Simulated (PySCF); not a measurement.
Compound: H9NSi3 (charge +1 and doublet state).
SMILES with atom numbers: `[SiH3:1][N+:2]([SiH3:3])[SiH3:4]` (hydrogens: H5, H6, H7 on Si1; H8, H9, H10 on Si3; H11, H12, H13 on Si4)

Geometry (GFN2-xTB, Å), atoms numbered from 1 in this order:
```
atom  x, y, z in Å
Si1   -0.6811   -1.6366    0.0920
N2    -0.0002    0.0018   -0.0024
Si3    1.7578    0.2388    0.0998
Si4   -1.0784    1.4001   -0.1968
H5    -1.3702   -1.6098    1.3884
H6     0.4350   -2.5685    0.0174
H7    -1.6404   -1.6949   -1.0126
H8     2.1126   -0.4007    1.3712
H9     2.2703   -0.5328   -1.0366
H10    1.9977    1.6732    0.0385
H11   -2.4433    0.9047   -0.0837
H12   -0.7157    1.8877   -1.5349
H13   -0.6484    2.3375    0.8421
```

Computed, not measured: UKS B3LYP, pcH-1 on H N Si, non-relativistic, mean-field spin-orbit, GIAO in PySCF 2.14.0. Isolated species at its GFN2-xTB geometry, gas phase. Couplings are sensitive to structure, and on GFN2-xTB geometries they can be far from those on DFT ones, by a factor of two or more for some ions and for spin on atoms past the first row. No stability test was run, so a lower SCF solution isn't excluded.

Question: Predict the first-order ENDOR lines of N2, H11/H12/H13, H5/H6/H7, H8/H9/H10, Si4, Si1 and Si3 under fast tumbling at B = 1206.5 mT (Q band).

Answer: For S = 1/2 in fast tumbling each set of equivalent nuclei gives two lines, ν± = |νn ± a/2| to first order, with νn = g_N μN B/h and μN/h = 7.62259 MHz/T.

```json
{"nuclei": "N2", "isotope": "14N", "g_N": "0.4038", "νn (MHz)": "3.71", "a_iso (MHz)": "27.01", "lower line (MHz)": "9.79", "upper line (MHz)": "17.22"}
{"nuclei": "H11/H12/H13", "isotope": "1H", "g_N": "5.5857", "νn (MHz)": "51.37", "a_iso (MHz)": "82.79", "lower line (MHz)": "9.97", "upper line (MHz)": "92.77"}
{"nuclei": "H5/H6/H7", "isotope": "1H", "g_N": "5.5857", "νn (MHz)": "51.37", "a_iso (MHz)": "81.75", "lower line (MHz)": "10.49", "upper line (MHz)": "92.25"}
{"nuclei": "H8/H9/H10", "isotope": "1H", "g_N": "5.5857", "νn (MHz)": "51.37", "a_iso (MHz)": "81.20", "lower line (MHz)": "10.77", "upper line (MHz)": "91.97"}
{"nuclei": "Si4", "isotope": "29Si", "g_N": "-1.1106", "νn (MHz)": "10.21", "a_iso (MHz)": "44.19", "lower line (MHz)": "11.88", "upper line (MHz)": "32.31"}
{"nuclei": "Si1", "isotope": "29Si", "g_N": "-1.1106", "νn (MHz)": "10.21", "a_iso (MHz)": "43.73", "lower line (MHz)": "11.65", "upper line (MHz)": "32.08"}
{"nuclei": "Si3", "isotope": "29Si", "g_N": "-1.1106", "νn (MHz)": "10.21", "a_iso (MHz)": "43.67", "lower line (MHz)": "11.62", "upper line (MHz)": "32.05"}
```

The rows for 29Si, of low natural abundance, apply to labelled samples.

Question: Which pairs are centred on the nuclear Larmor frequency, and which on half the coupling?

Answer: Centred on νn, since |a| < 2νn: H11/H12/H13, H5/H6/H7 and H8/H9/H10. Centred on |a|/2 and split by 2νn: N2, Si4, Si1 and Si3.

Question: At what field would the lower line of H11/H12/H13 fall to zero frequency?

Answer: Where νn = |a|/2, that is B = 41.40 MHz/(5.5857 × 7.62259 MHz/T) = 972 mT, as far as first order holds there.

Class means assume fast exchange of nuclei equivalent by connectivity; if that motion is slow, each nucleus keeps its own coupling. Si3 and Si4, with what hangs on them, aren't averaged: N2 is flat or nearly so (angle sum 360°), and its turn about the short N2–Si1 bond (1.78 Å) is taken as slow. Si1 and Si4, with what hangs on them, aren't averaged: N2 is flat or nearly so (angle sum 360°), and its turn about the short N2–Si3 bond (1.78 Å) is taken as slow. The three 1H nuclei of mean +82.8 MHz run from 0.0 to 151.6 MHz in the frozen geometry. The three 1H nuclei of mean +81.8 MHz run from -0.1 to 149.6 MHz in the frozen geometry.

Hardware: Arm Neoverse V1, one thread (shared host). Cost: 41 s wall.
